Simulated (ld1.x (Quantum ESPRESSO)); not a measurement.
## u(r) = r·R(r): atom against pseudo-atom (indium (In))

Columns: radius, all-electron u(r) and pseudo u(r) of the 4d shell (level -18.71 eV) of indium in the configuration [Kr] 4d10 5s2 5p1; LDA (PZ), scalar-relativistic, TM semilocal scheme, ld1.x (Quantum ESPRESSO) 7.5.

| r (bohr) | all-electron | pseudo |
| --- | --- | --- |
| 0.110 | 0.3114 | -0.0077 |
| 0.220 | 0.5113 | -0.0579 |
| 0.330 | 0.2628 | -0.1754 |
| 0.440 | -0.1464 | -0.3569 |
| 0.550 | -0.5157 | -0.5713 |
| 0.660 | -0.7752 | -0.7737 |
| 0.770 | -0.9229 | -0.9244 |
| 0.880 | -0.9828 | -1.0037 |
| 0.990 | -0.9820 | -1.0141 |
| 1.100 | -0.9435 | -0.9738 |
| 1.210 | -0.8835 | -0.9044 |
| 1.320 | -0.8133 | -0.8241 |
| 1.430 | -0.7397 | -0.7437 |
| 1.540 | -0.6671 | -0.6680 |
| 1.650 | -0.5980 | -0.5980 |
| 1.760 | -0.5335 | -0.5335 |
| 1.870 | -0.4745 | -0.4745 |
| 1.980 | -0.4208 | -0.4208 |
| 2.090 | -0.3726 | -0.3726 |
| 2.200 | -0.3293 | -0.3293 |
| 2.310 | -0.2908 | -0.2908 |
| 2.420 | -0.2565 | -0.2565 |
| 2.530 | -0.2262 | -0.2262 |
| 2.640 | -0.1992 | -0.1992 |
| 2.750 | -0.1755 | -0.1755 |
| 2.860 | -0.1545 | -0.1545 |

Q: How many radial nodes do the two functions have?

A: The all-electron 4d function has n − l − 1 = 1; the pseudo-wave has 0, since the states of the same l below it are removed with the core.

Q: At about which radius was the pseudo-wave matched?

A: 1.80 bohr. The columns agree to 0.0005 from 1.65 bohr on; several derivatives are matched, so the curves merge somewhat inside the radius.

Q: Where does each function peak?

A: Outermost all-electron maximum near 0.88 bohr, pseudo maximum near 0.99 bohr (to the table’s step).

Q: Is the pseudo-wave norm-conserving?

A: Yes: the TM semilocal scheme keeps the norm inside the radius equal to the all-electron one, which fixes the energy derivative of the logarithmic derivative at the level.
